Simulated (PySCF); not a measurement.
Se(F)(OMe) (CH3FOSe), SMILES O([Se]F)C.

Geometry: PBE0-D3(BJ)/def2-SVP. The values are those of a single conformer.

Method: HF/def2-TZVP in PySCF.

- total energy: -2613.79641 hartree
- highest occupied level: -9.80 eV
- lowest empty level: 2.11 eV
- orbital gap: 11.92 eV
- dipole moment: 2.34 D
- quadrupole, principal values (traceless, Buckingham form, about the centre of nuclear charge): -5.03, -2.38, 7.40 D·Å
- mean static polarisability: 39.0 bohr³ (5.78 Å³)
- polarisability, principal values: 31.6, 37.0, 48.5 bohr³
